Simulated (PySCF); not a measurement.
PySCF input (CCSD(T)/cc-pVDZ):

```python
from pyscf import gto, scf, mp, cc as ccmod

mol = gto.M(
    atom='''
    Al   -0.01661298   -0.05401207   -0.05441973
    H     0.61015758    0.25512337    1.46491578
    H    -0.05068770    1.56382298    0.36775930
    H    -0.34350110   -1.11678946   -1.12521856
    ''',
    basis='cc-pvdz',
    charge=1,
    spin=1,
    verbose=4,
)

mf = scf.UHF(mol)
mf.conv_tol = 1e-10
mf.max_cycle = 100
mf.kernel()
mo, _, stable, _ = mf.stability(return_status=True)
if not stable:
    mf.kernel(mf.make_rdm1(mo, mf.mo_occ))
mp2 = mp.MP2(mf, frozen=5).run()
cc = ccmod.CCSD(mf, frozen=5)
cc.max_cycle = 100
cc.kernel()
et = cc.ccsd_t()
print(f'E(CCSD(T)) = {cc.e_tot + et:.9f}')
```

End of the output:

```
Extra cycle  E= -243.272923452104  delta_E= -2.5e-12  |g|= 5.56e-07  |ddm|= 1.92e-06
converged SCF energy = -243.272923452104  <S^2> = 0.78393104  2S+1 = 2.033648
uhf_internal: lowest eigs of H = [0.19908634 0.34573372 0.40903083]
<class 'pyscf.scf.uhf.UHF'> wavefunction is stable in the internal stability analysis

******** <class 'pyscf.mp.ump2.UMP2'> ********
nocc = (np.int64(3), np.int64(2)), nmo = (28, 28)
frozen orbitals 5
E(UMP2) = -243.329616440874  E_corr = -0.0566929887696515
E(SCS-UMP2) = -243.338645944236  E_corr = -0.0657224921324269
E_corr(same-spin) = -0.00266433968210182
E_corr(oppo-spin) = -0.0540286490875497

******** <class 'pyscf.cc.uccsd.UCCSD'> ********
CC2 = 0
CCSD nocc = (np.int64(3), np.int64(2)), nmo = (28, 28)
frozen orbitals 5
max_cycle = 100
direct = 0
conv_tol = 1e-07
conv_tol_normt = 1e-06
diis_space = 6
diis_start_cycle = 0
diis_start_energy_diff = 1e+09
Init t2, MP2 energy = -0.0566929899577111
Init E_corr(UCCSD) = -0.0566929899580408
cycle = 1  E_corr(UCCSD) = -0.0706941711250926  dE = -0.0140011812  norm(t1,t2) = 0.0536638
cycle = 2  E_corr(UCCSD) = -0.0751619577147408  dE = -0.00446778659  norm(t1,t2) = 0.0252635
cycle = 3  E_corr(UCCSD) = -0.0786641791628947  dE = -0.00350222145  norm(t1,t2) = 0.0144568
cycle = 4  E_corr(UCCSD) = -0.0785903094316119  dE = 7.38697313e-05  norm(t1,t2) = 0.00435701
cycle = 5  E_corr(UCCSD) = -0.0786416714071233  dE = -5.13619755e-05  norm(t1,t2) = 0.00123733
cycle = 6  E_corr(UCCSD) = -0.0786479525714193  dE = -6.2811643e-06  norm(t1,t2) = 0.000501138
cycle = 7  E_corr(UCCSD) = -0.0786459535868956  dE = 1.99898452e-06  norm(t1,t2) = 0.000218581
cycle = 8  E_corr(UCCSD) = -0.0786493810506489  dE = -3.42746375e-06  norm(t1,t2) = 6.35723e-05
cycle = 9  E_corr(UCCSD) = -0.0786502177025286  dE = -8.3665188e-07  norm(t1,t2) = 2.60619e-05
cycle = 10  E_corr(UCCSD) = -0.0786494478403694  dE = 7.69862159e-07  norm(t1,t2) = 7.31143e-06
cycle = 11  E_corr(UCCSD) = -0.0786492030222058  dE = 2.44818164e-07  norm(t1,t2) = 2.00417e-06
cycle = 12  E_corr(UCCSD) = -0.078649202191024  dE = 8.31181776e-10  norm(t1,t2) = 8.56792e-07
UCCSD converged
E(UCCSD) = -243.351572654295  E_corr = -0.078649202191024
UCCSD(T) correction = -0.0010773347726101
E(CCSD(T)) = -243.352649989
```
